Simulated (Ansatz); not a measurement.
`C=[CH][InH2]` + arsine → `[AsH2][InH2]` + ethylene  (ligand exchange at the In–C bond)

Computed with Ansatz on PBE0-D4/def2-TZVP structures; ΔE is electronic, products minus reactants. CBS: MP2 limit from def2 TZ/QZ plus the TZ coupled-cluster correction, frozen cores. This one scheme is used for every species. Functionals use def2-TZVPP. HSE06 is defined as in plane-wave codes. def2 core potentials past Kr. For As, In outer-core shells are correlated without core-valence functions, which leaves a few kJ/mol of doubt a bond. Scalar relativity is left out up to krypton.

Question: Is it downhill or uphill in electronic energy at CCSD(T)/CBS, and by how much? (Best estimate.)

Answer: Ansatz gave: Downhill: ΔE = -21.8 kcal/mol.

Question: What do these levels give: B97M-V, r2SCANh-D4, r2SCAN0-D4, r2SCANh, HSE06, CAM-B3LYP, MP2/def2-SVP, CCSD(T)/def2-SVP, CCSD(T)/def2-TZVPP, HF/def2-QZVPP, SCS-MP2/def2-QZVPP, HF/CBS(def2)? (An estimate is asked.)

Answer: The calculation gave: B97M-V -20.7, r2SCANh-D4 -22.6, r2SCAN0-D4 -23.0, r2SCANh -22.7, HSE06 -23.0, CAM-B3LYP -21.5, MP2/def2-SVP -20.9, CCSD(T)/def2-SVP -20.8, CCSD(T)/def2-TZVPP -20.3, HF/def2-QZVPP -22.8, SCS-MP2/def2-QZVPP -21.0, HF/CBS(def2) -22.8 kcal/mol.

Largest T1 diagnostic among the species: 0.013.

Leaving LDA and LC-ωPBE aside and taking each functional with its dispersion term where it has one, the values spread over 2.3 kcal/mol, from r2SCAN0-D4 to B97M-V. From BLYP to BHLYP (50 % exact exchange), in def2-TZVPP and without D4, ΔE moves by −0.8 kcal/mol. At CCSD(T), def2-SVP lies +1.1 kcal/mol from the extrapolated value and def2-TZVPP +1.5 kcal/mol.
